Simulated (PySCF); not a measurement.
## Curvature of the energy in the electron number along the second row, charge +2

Calculated with PySCF 2.14, in aug-cc-pVDZ, non-relativistic: one orbital is emptied in steps, and each cell gives the departure of E from the straight line at half an electron, in eV (from a cubic fit). The exact functional gives zero.

```
species   orbital    LDA    PBE   PBE0  BHandHLYP  LC-wPBE   UHF
    B²⁺  2s alpha  -1.25  -1.30  -0.96      -0.74    -0.23  0.00
    C²⁺   2s beta  -1.63  -1.62  -1.21      -0.86    -0.45  0.06
    N²⁺  2p alpha  -2.33  -2.29  -1.68      -1.08    -0.96  0.16
    O²⁺  2p alpha  -2.63  -2.56  -1.86      -1.16    -1.20  0.26
    F²⁺  2p alpha  -2.92  -2.84  -2.04      -1.24    -1.45  0.37
   Ne²⁺   2p beta  -2.88  -2.83  -1.99      -1.20    -1.42  0.52
```

How does the mean departure depend on the functional?

LDA -2.27 eV; PBE -2.24 eV; PBE0 -1.62 eV; BHandHLYP -1.05 eV; LC-wPBE -0.95 eV; UHF 0.23 eV. Semilocal functionals are convex (delocalisation error), Hartree-Fock is concave or straight, and exact exchange removes curvature roughly in proportion to its share, so among the functionals the range-separated hybrids usually come closest to zero.
